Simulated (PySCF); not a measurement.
ScF2, SMILES [F][Sc+][F], charge +1. Atoms are numbered in the order given.

```xyz
3

Sc     0.0000     0.0000     0.4398
F      0.0000    -1.4755    -0.5131
F      0.0000     1.4755    -0.5131
```
Charge +1, spin multiplicity 1.

Coordinates come from a PBE0-D3(BJ)/def2-TZVP optimisation. The multiplicity is an assumed one; other spin states were not compared. The isomer is the one that the SMILES or the coordinates give; other isomers of the formula were not compared.

Computed with PySCF with PBE/def2-TZVPD.

Mulliken values depend strongly on the basis, most of all with diffuse functions as here. Atomic charges (e):

```
atom  Mulliken  meta-Löwdin
----  --------  -----------
Sc1       1.74          [?]
F2       -0.37          [?]
F3       -0.37          [?]
```

Q: Some entries are withheld; supply them. (An estimate is asked for; the answer gives what the named calculation found.)

A: 
- Sc1, meta-Löwdin: 1.60
- F2, meta-Löwdin: -0.30
- F3, meta-Löwdin: -0.30
